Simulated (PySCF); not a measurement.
Structure with atom numbers: `[CH3:1][C@@H:2]1[C@@H:3]([F:4])[CH2:5][CH2:6][Si@H:7]([CH3:8])[C@H:9]1[F:10]` (H(Xn): hydrogen on atom n). Ha(C5), Ha(C6) are cis to C1 on the ring; Hb(C5), Hb(C6) are trans to C1 on the ring.

- shieldings: GIAO PBE0/pcSseg-1
- structure optimised with GFN2-xTB
- code: PySCF
- single conformer, non-relativistic Hamiltonian, no solvent model, fast rotation and ring inversion assumed for equivalent nuclei

Shifts are taken against calculated references (same method and geometry level): 13C against TMS.

Problem. Do the 13C shifts follow the atomic charges (in e)? Tabulate both.

Solution. 
```csv
atoms,hybridisation,δ (ppm),σ para (ppm),Hirshfeld,IAO,Mulliken,ESP-fitted
C3,sp3,98.1,-160,+0.07,+0.18,+0.22,+0.24
C9,sp3,94.5,-159,-0.03,-0.09,-0.02,-0.07
C2,sp3,49.5,-112,-0.04,-0.13,-0.39,+0.12
C5,sp3,34.4,-96,-0.08,-0.26,-0.20,-0.14
C1,sp3,17.7,-77,-0.13,-0.42,-0.19,-0.47
C6,sp3,8.8,-77,-0.16,-0.55,-0.54,-0.37
C8,sp3,-5.9,-60,-0.21,-0.72,-0.63,-0.69
```

Correlation coefficients of δ with charge over these carbons: Hirshfeld +0.94, IAO +0.94, Mulliken +0.87, ESP-fitted +0.85; with the paramagnetic shielding -1.00. With so few points these coefficients are fragile. Charge is one influence among several: hybridisation and low-lying excitations act through the paramagnetic term.

Shifts are as computed. Against solution values, carbons near 30 ppm lie about +3 ppm off and those near 130 ppm about +5 ppm. Of 1211 compounds with measured shifts, 218 miss one by over three times the rms of a fit or turn the order of signals round; such compounds aren't used in these exercises.
